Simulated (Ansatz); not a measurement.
Program: Ansatz. Geometries: PBE0-D4/def2-TZVP. ΔE: electronic, gas phase. CBS: MP2 limit from def2 TZ/QZ plus the TZ coupled-cluster correction, frozen cores. Functionals use def2-TZVPP. HSE06 is defined as in plane-wave codes. For Ge outer-core shells are correlated without core-valence functions, which leaves a few kJ/mol of doubt a bond. Scalar relativity is left out up to krypton. Each species was taken in one conformer, which may not be the lowest.

`[SiH3][SiH2][GeH2][SiH2][GeH3]` + `[SiH3][SiH2][SiH2][GeH2][SiH2][GeH3]` → `[SiH3][SiH2][SiH2][GeH2][SiH2][SiH3]` + `[GeH3][SiH2][GeH2][SiH2][GeH3]`  (redistribution)

`[SiH3][SiH2][GeH2][SiH2][GeH3]`:

Z-matrix (Å, degrees):
```
Si
Si 1 2.337
H 1 1.488 2 109.4
H 1 1.488 2 109.8 3 118.9
H 1 1.488 2 111.6 3 -120.4
Ge 2 2.382 1 109.4 3 -58.0
H 2 1.489 1 110.4 3 179.8
H 2 1.490 1 109.4 3 60.7
Si 6 2.381 2 108.7 1 51.4
H 6 1.540 2 110.0 1 -69.5
H 6 1.541 2 110.2 1 171.5
Ge 9 2.379 6 109.5 2 48.5
H 9 1.489 6 110.9 2 170.1
H 9 1.489 6 109.0 2 -70.7
H 12 1.538 9 111.6 6 177.9
H 12 1.538 9 110.2 6 57.2
H 12 1.538 9 109.9 6 -61.8
```

`[SiH3][SiH2][SiH2][GeH2][SiH2][GeH3]`:

Cartesian coordinates in Å:
```
Si 0.598 0.395 2.604
Si -0.748 1.919 1.447
Si -1.951 0.918 -0.293
Ge -0.585 0.629 -2.224
Si 1.404 -0.560 -1.688
Ge 0.846 -2.569 -0.542
H -0.237 -0.717 3.131
H 1.271 1.073 3.745
H 1.644 -0.177 1.714
H 0.100 3.012 0.891
H -1.697 2.529 2.422
H -2.454 -0.411 0.152
H -3.127 1.762 -0.645
H -0.237 2.012 -2.807
H -1.371 -0.150 -3.297
H 2.167 -0.886 -2.925
H 2.262 0.295 -0.824
H -0.140 -2.274 0.601
H 0.166 -3.550 -1.513
H 2.089 -3.250 0.053
```

`[SiH3][SiH2][SiH2][GeH2][SiH2][SiH3]`:

Cartesian coordinates in Å:
```
Si -0.214 -2.371 1.245
Si -0.232 -1.943 -1.055
Si -1.858 -0.331 -1.517
Ge -1.441 1.606 -0.194
Si 0.836 2.293 -0.365
Si 2.246 1.104 1.073
H -1.460 -3.092 1.621
H 0.959 -3.196 1.641
H -0.172 -1.089 1.998
H -0.493 -3.205 -1.804
H 1.093 -1.413 -1.484
H -1.821 0.053 -2.956
H -3.211 -0.872 -1.210
H -2.361 2.755 -0.652
H -1.773 1.305 1.280
H 1.292 2.120 -1.773
H 0.937 3.741 -0.027
H 3.623 1.665 1.020
H 1.741 1.202 2.469
H 2.309 -0.332 0.690
```

`[GeH3][SiH2][GeH2][SiH2][GeH3]`:

Cartesian coordinates in Å:
```
Ge -1.468 0.330 2.210
Si 0.836 -0.115 1.821
Ge 1.063 -1.608 -0.020
Si -0.243 -0.784 -1.832
Ge 0.247 1.516 -2.188
H -2.216 -0.977 2.525
H -1.664 1.301 3.387
H -2.100 0.954 0.954
H 1.529 1.161 1.489
H 1.460 -0.681 3.048
H 2.541 -1.711 -0.444
H 0.586 -3.015 0.387
H -1.684 -0.928 -1.487
H 0.021 -1.559 -3.075
H -0.576 2.096 -3.350
H -0.071 2.322 -0.917
H 1.741 1.698 -2.508
```

Q: Is it downhill or uphill in electronic energy at CCSD(T)/CBS, and by how much? (Estimate.)

A: The calculation gave: Nearly level: ΔE = -0.4 kJ/mol.

Q: What do these levels give: LDA (SPW92), HSE06-D4, r2SCAN, CCSD(T)/def2-SVP, HF/CBS(def2), CCSD/CBS(def2)? (An estimate is asked.)

A: The calculation gave: LDA (SPW92) -0.6, HSE06-D4 -0.3, r2SCAN -0.2, CCSD(T)/def2-SVP -0.4, HF/CBS(def2) 0.8, CCSD/CBS(def2) -0.2 kJ/mol.

Largest T1 diagnostic among the species: 0.013.

Leaving LDA and LC-ωPBE aside and taking each functional with its dispersion term where it has one, the values, not all of them listed here, spread over 0.9 kJ/mol, from ωB97M-V to B2PLYP.
